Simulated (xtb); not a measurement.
C₂H₅F₂NSi, SMILES F[SiH](F)/C=N/C. All values are semi-empirical tight-binding results from xtb (GFN2-xTB unless named), good for trends rather than for accurate numbers. Geometry optimised at GFN2-xTB. The structure was generated by enumeration; whether it is a known compound was not checked. Other conformers were not sampled.

Computed properties:
```yaml
point_group_as_xtb_finds_it: Cs
orbital_gap: 3.03 eV
dipole_moment: 2.43 D
zero_point_energy: 44.3 kcal/mol
G − E(el) at 298.15 K (modified RRHO): 23.7 kcal/mol
static polarisability (D4 model): 67.3 bohr³
solvation energy, GFN2-xTB/ALPB(water): -1.2 kcal/mol
solvation energy, GFN2-xTB/ALPB(chcl3): -3.7 kcal/mol
```
